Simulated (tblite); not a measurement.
Problem. Write Cartesian coordinates for `Cc1nn([SiH](C)C)nc1C=O` as optimised with GFN2-xTB.

Solution. 
```xyz
22
C6H11N3OSi angstrom
C      2.7972   -0.8540    1.1524
C      1.6785   -0.1891    0.4528
N      0.4070   -0.5072    0.6015
N     -0.2712    0.3154   -0.1907
Si    -2.0485    0.2420   -0.3085
C     -2.6963    0.5646    1.4442
C     -2.4520   -1.5079   -0.9175
N      0.4807    1.1546   -0.8511
C      1.7342    0.8826   -0.4831
C      2.8809    1.6010   -0.9958
O      4.0290    1.3868   -0.6896
H      3.3516   -0.1232    1.7392
H      3.4886   -1.2757    0.4245
H      2.4176   -1.6388    1.8005
H     -2.3407    1.3035   -1.2707
H     -2.4030    1.5490    1.7984
H     -3.7795    0.5079    1.4844
H     -2.2969   -0.1677    2.1415
H     -3.5230   -1.6670   -0.9925
H     -2.0209   -1.6958   -1.8970
H     -2.0514   -2.2537   -0.2354
H      2.6076    2.3921   -1.7187
```

Any rigid rotation of these coordinates is as good. Atoms count from 1 in this order. N4 (pyrrole-type nitrogen) is planar (angles 124.5°, 121.5° and 113.9°, sum 360.0°, 0.00 Å off the plane of its three neighbours). The 5-membered ring C2–N3–N4–N8–C9 has internal angles of 105.7° to 113.9° (sum 540°, against 540° for a flat polygon); it is planar, 0.00 Å rms from its mean plane, widest ring torsion 0°. Of the pairs four or more bonds apart, C1···O11 is among the closest relative to their van der Waals radii: 3.15 Å, 98 % of the sum of Bondi's values. The 3 C–C bonds span 1.424 Å (C2–C9, aromatic) to 1.478 Å (C1–C2, drawn single), a spread of 0.054 Å.

Bonds between heavy atoms (Å): C1–C2 1.478, C2–N3 1.319, N3–N4 1.328, N4–Si5 1.783, Si5–C6 1.896, Si5–C7 1.896, N4–N8 1.306, N8–C9 1.334, C9–C10 1.447, C10=O11 1.207, C2–C9 1.424.

Structure optimised with GFN2-xTB, isolated species.

Point group: Cs (every atom within 0.08 Å of its image). Its lowest GFN2-xTB frequency is 8 cm⁻¹, too small to tell a flat minimum from a shallow saddle. One conformer, not necessarily the lowest (N3–N4–Si5–C6 60°, N8–C9–C10–O11 180°).

Hardware: Arm Neoverse V2, one thread, shared host with 96 logical CPUs at a one-minute load of 36. Cost: 0.51 s wall. This is the geometry optimisation.

These are computed values.
